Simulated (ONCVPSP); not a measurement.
## Varying the ONCV potential for scandium

Base potential:

ONCVPSP 4.0.1 input, shortened (lines: element, Z, core and valence counts, functional; n l f; lmax; l rc ep ncon nbas qcut; lloc lpopt rc5 dvloc0; l nproj debl; icmod fcfact rcfact), PBE, scalar-relativistic:

```
  Sc 21.00    4    3        4      upf
    1    0    2.00
    2    0    2.00
    2    1    6.00
    3    0    2.00
    3    1    6.00
    3    2    1.00
    4    0    1.00
    2
    0    2.35    0.00    4    8    2.20
    1    1.85    0.00    5    9    7.20
    2    1.55    0.00    4    9   12.10
    4    3    1.40    0.00
    0    3    1.00
    1    2    2.50
    2    2    3.40
    3    5.25    1.65
```

Cutoffs, loose and tight: the cutoffs (Ha) at which the residual kinetic energy of the hardest occupied pseudo-wave falls to 1 and 0.1 mHa per electron. They do not see the model core or the augmentation charge, which bear on the density cutoff. Test errors are all-electron minus pseudo excitation energies from the reference, over the configurations 3p6 3d1 4s2; 3p6 3d1 4s0; 3p6 3d0 4s0; 3p6 3d0 4s2. A dash means not determined; rows that change the core or the reference have their own tests.

A true bound ghost makes a file unfit for plane-wave use even where its test errors are small: the radial tests pick states by their node count and pass the ghost by.

| change | outcome | cutoff, loose | cutoff, tight | bound ghosts | GHOST(+) flags above zero | largest test error (meV) |
| --- | --- | --- | --- | --- | --- | --- |
| base | generated | 43 Ha | 51 Ha | s | s | +131 |
| core correction Teter function, fcfact 5.25, rcfact 1.26 | generated | 43 Ha | 51 Ha | s | s | +137 |
| local potential polynomial inside 1.40 bohr (lpopt 3, dvloc0 6 Ha) | generated | 43 Ha | 51 Ha | s | s | +131 |
| functional LDA (Perdew-Zunger) | generated | 43 Ha | 51 Ha | s | s | -124 |
| core correction Teter function, fcfact 3, rcfact 1.1 | generated | 43 Ha | 51 Ha | s | s | +136 |
| p: ncon 4, nbas 8 | generated | 43 Ha | 51 Ha | s | s | +130 |
| d: qcut 13.5 | generated | 46 Ha | 55 Ha | s | s | +128 |

(1) What comes out with this change to the base: reference 3p6 3d1 4s2?

(2) What comes out with this change to the base: core [Ne], valence charge 11; reference 3s2 3p6 3d1 4s2; waves now 3s+4s: rc 2.10 bohr, ncon 3, nbas 8, qcut 5.6 1/bohr, 3 projectors, debl 0.7 Ha; 3p: rc 1.55 bohr, ncon 5, nbas 9, qcut 7.4 1/bohr, 2 projectors, debl 0.5 Ha; 3d: rc 2.40 bohr, ncon 5, nbas 10, qcut 5.6 1/bohr, 1 projector; local potential polynomial inside 1.25 bohr (lpopt 3, dvloc0 4 Ha)?

Answers

(1) outcome: failed: optimize: ERROR ps0norm > uunorm, code will stop. Cause: the continuity conditions at rc already need more norm inside rc than the all-electron wave has, so norm conservation cannot be met.

(2) outcome: generated, projector energies reset by the program; cutoff, loose: 17 Ha; cutoff, tight: 32 Ha; bound ghosts: none; GHOST(+) flags above zero: none; largest test error (meV): -8.6 over the solved tests; 1 of 4 tests not solved or not reliable.
